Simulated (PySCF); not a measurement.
## Continuum solvent and chemical shifts

Molfile (atoms numbered from 1):
```
C5H10N2
     RDKit          3D

 17 16  0  0  0  0  0  0  0  0999 V2000
    3.1954   -0.1974   -0.2206 C   0  0  0  0  0  0  0  0  0  0  0  0
    2.0471   -0.2899   -0.7562 N   0  0  0  0  0  0  0  0  0  0  0  0
    1.0766    0.5499   -0.3559 N   0  0  0  0  0  0  0  0  0  0  0  0
    0.0391    0.0603    0.2126 C   0  0  0  0  0  0  0  0  0  0  0  0
   -0.0965   -1.3948    0.5450 C   0  0  0  0  0  0  0  0  0  0  0  0
   -1.0803    1.0015    0.5510 C   0  0  0  0  0  0  0  0  0  0  0  0
   -2.3146    0.7976   -0.3233 C   0  0  0  0  0  0  0  0  0  0  0  0
    3.9950   -0.8438   -0.5975 H   0  0  0  0  0  0  0  0  0  0  0  0
    3.4182    0.5070    0.5977 H   0  0  0  0  0  0  0  0  0  0  0  0
    0.4419   -1.6274    1.4791 H   0  0  0  0  0  0  0  0  0  0  0  0
   -1.1458   -1.6883    0.6829 H   0  0  0  0  0  0  0  0  0  0  0  0
    0.3664   -2.0026   -0.2480 H   0  0  0  0  0  0  0  0  0  0  0  0
   -0.6989    2.0265    0.4371 H   0  0  0  0  0  0  0  0  0  0  0  0
   -1.3521    0.8666    1.6130 H   0  0  0  0  0  0  0  0  0  0  0  0
   -2.0726    0.9657   -1.3836 H   0  0  0  0  0  0  0  0  0  0  0  0
   -2.7237   -0.2207   -0.2306 H   0  0  0  0  0  0  0  0  0  0  0  0
   -3.1136    1.4999   -0.0422 H   0  0  0  0  0  0  0  0  0  0  0  0
  1  2  2  0
  2  3  1  0
  3  4  2  0
  4  5  1  0
  4  6  1  0
  6  7  1  0
  1  8  1  0
  1  9  1  0
  5 10  1  0
  5 11  1  0
  5 12  1  0
  6 13  1  0
  6 14  1  0
  7 15  1  0
  7 16  1  0
  7 17  1  0
M  END
```

GIAO PBE0/pcSseg-1 in PySCF 2.14.0 with density-fitted response routines on one PBE0-D3(BJ)/def2-SVP conformer, non-relativistic, equivalent nuclei averaged. Solvents enter as an IEF-PCM continuum (chloroform with ε = 4.7, acetonitrile with ε = 35.7) around the gas-phase geometry. Shifts are referred to TMS computed in the same medium.

Gas phase, δ in ppm: C4 160.4, C1 138.4, C6 35.2, C5 16.0, C7 13.3, H9 6.58, H8 6.58, H13/H14 2.14, H10/H11/H12 1.68, H15/H16/H17 1.13. Dipole moment 2.04 D.

(1) How does each δ change in the continuum?

(2) Which of the listed nuclei move most (in ppm), and what does the model miss? (N and O are left out, as their reference compounds move with the solvent too.)

Results:

(1) 
```csv
atoms,environment,"Δδ, chloroform","Δδ, acetonitrile"
C4,C=N carbon,+5.9,+8.5
C1,C=N carbon,+5.3,+7.6
C6,sp3 CH2,+0.9,+1.3
C5,methyl carbon,+1.0,+1.4
C7,methyl carbon,+0.3,+0.5
H9,hydrogen on a C=N carbon,+0.18,+0.26
H8,hydrogen on a C=N carbon,+0.21,+0.30
H13/H14,hydrogen on an sp3 CH2,+0.04,+0.06
H10/H11/H12,hydrogen on a methyl carbon,+0.09,+0.13
H15/H16/H17,hydrogen on a methyl carbon,+0.03,+0.05
```

Changes are relative to the gas phase. The dipole moment becomes 2.58 D in chloroform, 2.85 D in acetonitrile.

(2) C4 (C=N carbon, +8.5 ppm) in acetonitrile. A continuum only polarises the solute; specific hydrogen bonds, the anisotropy of aromatic solvents and changes of geometry or conformer are outside it.
